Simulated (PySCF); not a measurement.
Estimate the missing entries of this data sheet.

Compound: Au(PF3)Br (singlet state).
SMILES: `F[P](F)(F)->[Au][Br]`

| property | level | value |
| --- | --- | --- |
| point group | PBE0-D3(BJ)/def2-SVP | C3v |
| rotational constants A, B, C | PBE0-D3(BJ)/def2-SVP | ? |
| dipole moment | CAM-B3LYP/def2-SVPD | ? |
| HOMO energy | CAM-B3LYP/def2-SVPD | -9.04 eV |
| LUMO energy | CAM-B3LYP/def2-SVPD | ? |
| lowest singlet excitation | TDDFT CAM-B3LYP/def2-SVPD | ? |
| strongest line among the 10 lowest singlet transitions | TDDFT CAM-B3LYP/def2-SVPD | S4/S5/S6 at 5.75 eV (216 nm, f = 0.180 summed over these states) |
| lowest triplet excitation (Tamm–Dancoff) | TDA CAM-B3LYP/def2-SVPD | 4.99 eV |
| static isotropic polarisability | CAM-B3LYP/def2-SVPD | 79.3 au |
| vertical ionisation energy | ΔSCF CAM-B3LYP/def2-SVPD | 10.00 eV |
| vertical electron affinity | ΔSCF CAM-B3LYP/def2-SVPD | 0.23 eV |

Gas-phase values; electronic properties from PySCF, density fitting. Isolated species at its PBE0-D3(BJ)/def2-SVP geometry, gas phase. Atoms past krypton carry effective core potentials; spin–orbit coupling is left out.

(1) The rotational constants A, B, C?

(2) What is the lowest singlet excitation?

(3) Give the LUMO energy.

(4) The dipole moment?

Answers

(1) 4.622, 0.443, 0.443 GHz.

(2) 5.20 eV (238 nm, f = 0.000).

(3) -0.95 eV.

(4) 4.12 D.

A dipole of 4.12 D is allowed in C3v, and pure rotational transitions are dipole-allowed. −ε(LUMO) is 0.95 eV against a ΔSCF electron affinity of 0.23 eV. With B = h/(8π²I), that is 505.379 GHz u Å² over I, the principal moments of inertia are 109.3, 1140.1 and 1140.2 u Å² (most abundant isotopes); the inertial defect Ic − Ia − Ib is -109.2 u Å² (zero for a rigid planar frame, negative otherwise). In atomic units the dipole is 1.62 e·bohr (1 au = 2.5417 D).
